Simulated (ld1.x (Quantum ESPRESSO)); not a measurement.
**What one change does to a pseudopotential (Hf, TM)**

hafnium (Hf), norm-conserving Troullier–Martins (Kleinman–Bylander form), made with ld1.x (Quantum ESPRESSO) 7.5 (PBEsol, scalar-relativistic). Core [Kr] 4d10 4f14 5s2, reference 5p6 5d2 6s2 6p0. Waves: 6s (bound): rc 2.15 bohr; 5p (bound): rc 2.05 bohr; 5d (bound): rc 3.00 bohr. Local part: all-electron potential smoothed inside 1.60 bohr (lloc = -1). Core correction: a·sin(br)/r model core, default radius (core density twice the valence density).

All-electron outer shells of the reference configuration (PBEsol, scalar-relativistic, ld1.x):

| shell | level (eV) | outermost node (bohr) | outermost maximum (bohr) |
| --- | --- | --- | --- |
| 5s | -67.04 | 0.55 | 1.01 |
| 5p | -35.59 | 0.60 | 1.16 |
| 4f | -16.86 | – | 0.45 |
| 6s | -5.13 | 1.37 | 2.89 |
| 5d | -2.71 | 0.67 | 1.69 |
| 6p | -1.37 | 1.66 | 4.05 |

Change: all radii but the core radius scaled by about 1.18 (s 2.54, p 2.42, d 3.54 bohr); local potential all-electron potential smoothed inside 1.88 bohr (lloc = -1).

Cutoffs: the cutoffs (Ry, on a coarse ladder) from which the occupation-weighted sum of valence levels, in a spherical-Bessel basis at the reference potential, stays within 10 and 1 mRy of its value at 400 Ry; they do not see the model core or the augmentation charge, which bear on the density cutoff. Errors are all-electron minus pseudo energies relative to the spin-unpolarised reference configuration.

Question: What does the change do?

Answer: The potential gets softer (25 Ry and 45 Ry → 21 Ry and 35 Ry); the bound ghosts move from s to d, s; of the 7 tests that both files solve, the error grows in 3 and shrinks in 4 by more than 15 % and 0.3 meV (median size 15.9 → 5.6 meV). A larger radius leaves more room for a smooth pseudo-wave, so fewer plane waves are needed.

| quantity | base | changed |
| --- | --- | --- |
| cutoff, loose | 25 Ry | 21 Ry |
| cutoff, tight | 45 Ry | 35 Ry |
| loose cutoff by channel (10 mRy a level) | s 12 Ry, p 18 Ry, d 18 Ry | s 6 Ry, p 18 Ry, d 10 Ry |
| bound ghosts | s | d, s |
| error for 5p6 5d2 6s1 6p0, meV [ΔE 8.01 eV] | -3.8 | -5.6 |
| error for 5p6 5d2 6s0 6p0, meV [ΔE 22.17 eV] | -22 | -39 |
| error for 5p6 5d1 6s0 6p0, meV [ΔE 43.94 eV] | -65 | -38 |
| error for 5p6 5d3 6s1 6p0, meV [ΔE 2.59 eV] | -6.9 | +1.6 |
| error for 5p6 5d0 6s0 6p0, meV [ΔE 76.77 eV] | -150 | +230 |
| error for 5p6 5d3 6s0 6p0, meV [ΔE 10.01 eV] | -16 | -0.8 |
| error for 5p6 5d2.5 6s1.5 6p0, meV [ΔE 1.25 eV] | -2.6 | -0.1 |

Changed file: These tests converged, but a pseudo level misses the all-electron one widely, so the file describes the atom poorly there or has found another state: 5p6 5d0 6s0 6p0: empty 6s by 4.1 eV (a node warning on the way). A true bound ghost makes a file unfit for plane-wave use even where its test errors are small: the radial tests pick states by their node count and pass the ghost by.
